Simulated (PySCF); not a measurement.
Input for PySCF:
```python
from pyscf import gto, scf

mol = gto.Mole()
mol.atom = '''
    B    -0.056476    0.055172   -0.053643
    C     1.514119   -0.137915   -0.226172
    H     2.027557   -0.855002    0.405588
    H     1.941044    0.848532   -0.034247
    H     1.655295   -0.431612   -1.268203
    C    -0.492035   -0.769523    1.236312
    H    -1.852549   -1.738893    0.725544
    H    -0.798085   -0.013843    1.962574
    H     0.233452   -1.419850    1.713489
    C    -0.976054    0.864609   -0.965494
    H    -1.853923    1.283592   -0.467070
    H    -1.363510    0.232707   -1.769887
    H    -0.493276    1.711972   -1.458981
'''
mol.basis = 'sto-3g'
mol.charge = 1
mol.spin = 1
mol.verbose = 4
mol.build()

mf = scf.UHF(mol)
mf.kernel()
mf.analyze()
```

**Question.** Estimate the nuclear repulsion energy that HF/STO-3G (PySCF) returns for this input.

**Answer.** 111.4398 Eh

**Question.** What total energy does HF/STO-3G give?

**Answer.** -141.4276 Eh

**Question.** What <S^2> does HF/STO-3G give?

**Answer.** 0.854

**Question.** Estimate the HOMO energy that HF/STO-3G returns for this input.

**Answer.** -16.98 eV

**Question.** Estimate the number of basis functions that HF/STO-3G returns for this input.

**Answer.** 29

These values belong to the state on which the SCF converged, which isn't shown to be the lowest.
